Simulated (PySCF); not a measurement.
B2H4O, SMILES BOB. Atoms are numbered in the order given.

```xyz
7

O      0.0000     0.0000     0.0000
B      0.0000     0.0000    -1.3342
H     -0.7412     0.7412    -1.9043
H      0.7412    -0.7412    -1.9043
B      0.0000     0.0000     1.3342
H     -0.7412    -0.7412     1.9043
H      0.7412     0.7412     1.9043
```
Charge 0, spin multiplicity 1.

Geometry optimised at B3LYP-D3(BJ)/def2-TZVP.

Computed with PBE0/pcJ-1 (PySCF).

Isotropic couplings with Fermi-contact, spin-dipole and both spin-orbit terms, one fixed conformer, no vibrational averaging. Isotopes: 11B, 1H.

Computed spin–spin coupling constants:
```tsv
pair	bonds apart	J (Hz)
B2–H3	1	147.8
B2–H4	1	147.8
B5–H6	1	147.8
B5–H7	1	147.8
B2–B5	2	4.6
H3–H4	2	14.8
H6–H7	2	14.8
B2–H6	3	2.1
B2–H7	3	2.1
H3–B5	3	2.1
H4–B5	3	2.1
H3–H6	4	-2.9
H3–H7	4	-2.9
H4–H6	4	-2.9
H4–H7	4	-2.9
```
